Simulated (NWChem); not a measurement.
A series in which one site is exchanged, each optimised at PBE0/def2-SVP with NWChem, gas phase unless a solvent is named. All stand in one matching conformer (torsions within 35°), which need not be the lowest. For some, no frequency run checked for a minimum. def2 effective core potentials on In; no spin-orbit coupling.

A: C[S][AlH2] (CH₅AlS; site = Al)
B: [GaH2][S]C (CH5GaS; site = Ga)
C: BSC (CH$_{5}$BS; site = B)
D: C[S][InH2] (CH5InS; site = In)

Values for A:

* **dipole (D), PBE0/def2-SVP**: 1.50
* **orbital gap (eV), PBE0/def2-SVP**: 5.94
* **static polarisability, B3LYP/def2-SVPD (bohr³)**: 66.2

Problem. How do these values change for the other members?

Solution. 
```tsv
change from A	B	C	D
dipole (D), PBE0/def2-SVP	-0.03	+0.26	+0.10
orbital gap (eV), PBE0/def2-SVP	-0.16	+0.97	-0.73
static polarisability, B3LYP/def2-SVPD (bohr³)	+1.7	-15.0	+11.4
```
